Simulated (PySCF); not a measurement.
HfF₃, SMILES [F][Hf+]([F])[F], charge +1, multiplicity 1.

The structure is a stationary point at PBE0-D3(BJ)/def2-TZVP. The spin state was assumed, not searched. The isomer is the one that the SMILES or the coordinates give; other isomers of the formula were not compared. The def2 effective core potentials stand for the cores of Hf; spin–orbit coupling is left out.

Two levels are set side by side: PBE/def2-TZVPD (PySCF) and CAM-B3LYP/def2-TZVPD (PySCF). Same geometry, gas phase. Differences are taken from unrounded values.

```tsv
quantity	CAM-B3LYP	PBE	PBE minus CAM-B3LYP
orbital gap (eV)	10.81	5.74	-5.07
highest occupied level (eV)	-19.70	-16.15	3.55
lowest empty level (eV)	-8.89	-10.41	-1.52
mean polarisability (bohr³)	26.4	28.8	2.4
```

Without exact exchange PBE keeps part of each electron's self-repulsion, which lifts occupied levels and narrows the gap. PBE's more diffuse valence density responds more strongly to a field. Differences between two approximate levels are no errors against the true value.

Rough cost on one machine, each run with all the roots and properties that it gave: CAM-B3LYP against PBE within a factor of 2.
